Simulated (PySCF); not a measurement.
## WO: from constants to spectrum

ROHF-CCSD(T) constants of WO, ³Σ⁻ (triplet), unpaired electrons δ ↑↑ (basis W def2-TZVPPD with ECP60, O def2-TZVPPD; scalar-relativistic core potentials; PySCF 2.14; masses 183.9509 and 15.9949 u):

```
ωe              : 1063.0 cm⁻¹
ωexe            : 3.8 cm⁻¹
Be              : 0.41237 cm⁻¹
αe              : 0.00193 cm⁻¹
D (centrifugal) : 2.48e-07 cm⁻¹
```

Question: Give the vibrational terms G(v) and spacings up to v = 6.

Answer: G(v) = ωe(v+½) − ωexe(v+½)².

| v | G(v) (cm⁻¹) | G(v) − G(v−1) | Bv (cm⁻¹) |
| --- | --- | --- | --- |
| 0 | 530.5 |  | 0.4114 |
| 1 | 1586.0 | 1055.4 | 0.4095 |
| 2 | 2633.8 | 1047.8 | 0.4075 |
| 3 | 3673.9 | 1040.2 | 0.4056 |
| 4 | 4706.6 | 1032.6 | 0.4037 |
| 5 | 5731.6 | 1025.0 | 0.4018 |
| 6 | 6748.9 | 1017.4 | 0.3998 |

Correlated steps freeze 1 core orbital. De is left out where the level can put another filling of the metal’s s and d shells below the measured ground configuration, by anything from nothing to about 1 eV. These are scalar-relativistic numbers at best; spin–orbit coupling would shift them, the dissociation energy most. The state is the lowest single determinant that the PBE0 search found; with open d or f shells the true ground state can be another one.
